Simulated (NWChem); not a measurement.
System meant: CH₃O₃Re; SMILES [CH3][Re](=[O])(=[O])=[O]

The following NWChem deck was run.

```
start job
memory heap 200 mb stack 900 mb global 1100 mb
geometry units angstroms noautoz
  Re     0.000000     0.000000     0.017682
  O     -0.384331     1.604346    -0.469952
  O      1.581570    -0.469333    -0.469952
  O     -1.197239    -1.135013    -0.469952
  C      0.000000     0.000000     2.099158
  H      0.760049     0.720441     2.464257
  H      0.243895    -1.018442     2.464257
  H     -1.003944     0.298002     2.464257
end
basis spherical
  * library def2-svp
end
ecp
  Re library def2-ecp
end
dft
  xc b3lyp
  iterations 150
end
tddft
  cis
  nroots 4
  notriplet
end
task tddft energy
```

End of the output:

```
 Vector   27  Occ=0.000000D+00  E=-4.653996D-02  Symmetry=a
              MO Center= -1.2D-09, -1.1D-09, -1.8D-01, r^2= 3.1D+00
   Bfn.  Coefficient  Atom+Function         Bfn.  Coefficient  Atom+Function
  ----- ------------  ---------------      ----- ------------  ---------------
    77     -0.725880  5 C  s                 18      0.711585  1 Re d  0
    83     -0.526507  5 C  pz                 5      0.381684  1 Re s
    23      0.357853  1 Re d  0              80     -0.295414  5 C  pz
    38     -0.197445  2 O  pz                52     -0.197445  3 O  pz
    66     -0.197445  4 O  pz                41     -0.184350  2 O  pz

 center of mass
 --------------
 x =  -0.00000000 y =  -0.00000000 z =   0.07431571

 moments of inertia (a.u.)
 ------------------
         528.990578449214           0.000000000000           0.000000000000
           0.000000000000         528.990578449214           0.000000000000
           0.000000000000           0.000000000000         478.211440588952

     Multipole analysis of the density
     ---------------------------------

     L   x y z        total         alpha         beta         nuclear
     -   - - -        -----         -----         ----         -------
     0   0 0 0      0.000000    -24.000000    -24.000000     48.000000

     1   1 0 0      0.000000      0.000000      0.000000     -0.000000
     1   0 1 0     -0.000000     -0.000000     -0.000000     -0.000000
     1   0 0 1     -1.305524      3.612436      3.612436     -8.530396

     2   2 0 0    -38.029756    -80.267024    -80.267024    122.504293
     2   1 1 0     -0.000000     -0.000000     -0.000000      0.000000
     2   1 0 1      0.000000      0.000000      0.000000     -0.000000
     2   0 2 0    -38.029756    -80.267024    -80.267024    122.504293
     2   0 1 1     -0.000000     -0.000000     -0.000000      0.000000
     2   0 0 2    -31.903430   -102.922130   -102.922130    173.940829

 ------------------------------------------------------------------------
 tddft_init: non-Abelian symmetry not permitted                   0
 ------------------------------------------------------------------------
 ------------------------------------------------------------------------
  current input line :
    28: task tddft energy
 ------------------------------------------------------------------------
 ------------------------------------------------------------------------
 There is an error related to the specified geometry
 ------------------------------------------------------------------------
 For more information see the NWChem manual at https://nwchemgit.github.io

0:tddft_init: non-Abelian symmetry not permitted:Received an Error in Communication
```

Problem. Find the fault in this run and fix the input.

Solution. The run crashed. Cause: the TDDFT module takes Abelian point groups alone, and the geometry was found to have a non-Abelian one. This input runs:
```
start job
memory heap 200 mb stack 900 mb global 1100 mb
geometry units angstroms noautosym nocenter noautoz
  Re     0.000000     0.000000     0.017682
  O     -0.384331     1.604346    -0.469952
  O      1.581570    -0.469333    -0.469952
  O     -1.197239    -1.135013    -0.469952
  C      0.000000     0.000000     2.099158
  H      0.760049     0.720441     2.464257
  H      0.243895    -1.018442     2.464257
  H     -1.003944     0.298002     2.464257
end
basis spherical
  * library def2-svp
end
ecp
  Re library def2-ecp
end
dft
  xc b3lyp
  iterations 150
end
tddft
  cis
  nroots 4
  notriplet
end
task tddft energy
```
It converges to -343.79411 Ha (B3LYP/def2-SVP with def2 effective core potentials on Re, TDA).
